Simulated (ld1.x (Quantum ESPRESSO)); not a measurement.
Xe: one change to a TM semilocal potential, before and after

- Element: Xe (Z = 54)
- Generator: ld1.x (Quantum ESPRESSO) 7.5
- Type: norm-conserving Troullier–Martins (semilocal form)
- Functional: PBEsol
- Relativity: scalar-relativistic
- Frozen core: [Kr] 4d10
- Valence charge: 8
- Reference configuration: 5s2 5p6
- Partial waves: 5p (bound): rc 1.75 bohr; 5d channel at 0.35 Ry: rc 1.70 bohr; 5s (bound): rc 1.25 bohr
- Local potential: the s channel
- Core correction: a·sin(br)/r model core inside 1.10 bohr

All-electron outer shells of the reference configuration (PBEsol, scalar-relativistic, ld1.x):

| shell | level (eV) | outermost node (bohr) | outermost maximum (bohr) |
| --- | --- | --- | --- |
| 4p | -141.07 | 0.36 | 0.69 |
| 4d | -59.31 | 0.34 | 0.75 |
| 5s | -19.78 | 0.85 | 1.63 |
| 5p | -8.24 | 0.92 | 1.91 |

Change: core correction a·sin(br)/r model core inside 1.22 bohr.

Cutoffs: the cutoffs (Ry, on a coarse ladder) from which the occupation-weighted sum of valence levels, in a spherical-Bessel basis at the reference potential, stays within 10 and 1 mRy of its value at 400 Ry; they do not see the model core or the augmentation charge, which bear on the density cutoff. Errors are all-electron minus pseudo energies relative to the spin-unpolarised reference configuration.

Q: How do hardness, ghosts and transferability respond?

A: The potential gets neither clearly harder nor softer (140 Ry and 230 Ry → 140 Ry and 230 Ry); of the 6 tests that both files solve, the error grows in 2 and shrinks in 0 by more than 15 % and 0.3 meV (median size 2.3 → 3.0 meV); neither file shows a bound ghost. A semilocal file is local in each channel, so a ghost entry of none says nothing of the separable form that plane-wave codes build from it. A wider model core is smoother and lowers the density cutoff, which this test does not measure.

```tsv
quantity	base	changed
cutoff, loose	140 Ry	140 Ry
cutoff, tight	230 Ry	230 Ry
bound ghosts	none	none
error for 5s2 5p5, meV [ΔE 12.55 eV]	-1.5	-1.5
error for 5s2 5p4, meV [ΔE 34.33 eV]	0.0	+0.3
error for 5s2 5p3, meV [ΔE 66.10 eV]	+3.6	+4.5
error for 5s1 5p6, meV [ΔE 24.73 eV]	-21	-20
error for 5s2 5p2, meV [ΔE 108.49 eV]	+3.1	+5.4
error for 5s2 5p5.5, meV [ΔE 5.18 eV]	-1.1	-1.0
s: phases at 1.90 bohr within 0.05 rad from the reference energy up to (Ry; the scan ends near 5)	-0.2	-0.2
p: phases at 1.90 bohr within 0.05 rad from the reference energy up to (Ry; the scan ends near 5)	to the end of the scan	to the end of the scan
d: phases at 1.90 bohr within 0.05 rad from the reference energy up to (Ry; the scan ends near 5)	1.0	1.0
```
